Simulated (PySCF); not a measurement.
Computed shifts of a molecule CH₈N₂OSi, PySCF with HF/pcSseg-1, GIAO, gas phase, equivalent atoms averaged, in ppm (number of nuclei): ¹³C: 28.6 (1). ¹⁵N: 28.2 (1), 14.3 (1). ²⁹Si: -37.2 (1). ¹H: 4.31 (1), 2.79 (3), 1.92 (1), 1.05 (1), 0.74 (1), 0.73 (1). References: ¹³C against TMS (σ = 192.6 ppm); ¹⁵N against NH3 (σ = 267.3 ppm); ²⁹Si against TMS (σ = 393.8 ppm); ¹⁷O against H2O (σ = 333.0 ppm); ¹H against TMS (σ = 31.99 ppm), references at their B3LYP-D3(BJ)/def2-TZVP geometries, non-relativistic. Geometry: B3LYP-D3(BJ)/def2-SVP. Other conformers were not sampled.

Task: Which molecule gave these data?
A) NC[Si@@H](N)O
B) CN[Si@@H](N)O
C) C[Si](N)(N)O
D) CO[SiH](N)N

Result: B, CN[Si@@H](N)O
